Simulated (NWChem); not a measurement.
Molecule: C4H5FO; SMILES COC=C=CF

```xyz
11

C     -1.1010    -1.8069     0.0859
O      0.2731    -1.8951    -0.2008
C      0.9684    -0.7518    -0.1444
C      0.5113     0.4479     0.1599
C      0.1303     1.6532     0.4903
F     -0.3278     2.5539    -0.3872
H     -1.5163    -2.8162    -0.0248
H     -1.2692    -1.4466     1.1154
H     -1.6070    -1.1157    -0.6100
H      2.0231    -0.9167    -0.3937
H      0.1389     2.0541     1.5110
```
Atoms are numbered in this order, from 1.

Level: PBE0/def2-SVP (NWChem), optimised geometry, unscaled harmonic frequencies. 

Problem. List the harmonic frequencies with IR intensities, and the thermochemistry.

Solution. 
```
frequency (cm⁻¹)  IR intensity (km/mol)
----------------  ---------------------
104                                 1.3
137                                 0.3
199                                 0.8
210                                 7.0
346                                10.1
440                                11.0
562                                16.1
726                                30.7
860                                 4.4
925                                 8.4
978                                16.2
1061                              105.7
1176                                0.8
1183                              196.5
1210                               83.2
1297                              205.4
1345                               18.9
1447                                1.6
1456                               12.8
1476                               20.3
1532                               47.5
2094                              311.4
3035                               26.7
3119                               23.0
3189                                7.8
3190                               14.2
3193                                3.2
```

```
Property                                                                            Value
-----------------------------------------------------------------------  ----------------
zero-point energy                                                           52.1 kcal/mol
thermal correction to the enthalpy at 298.15 K (with zero-point energy)     56.8 kcal/mol
heat capacity Cv                                                         21.3 cal/(mol K)
entropy at 298.15 K and 1 atm (symmetry number 1)                        80.2 cal/(mol K)
dipole moment                                                                      1.57 D
```

Rigid rotor and harmonic oscillator.
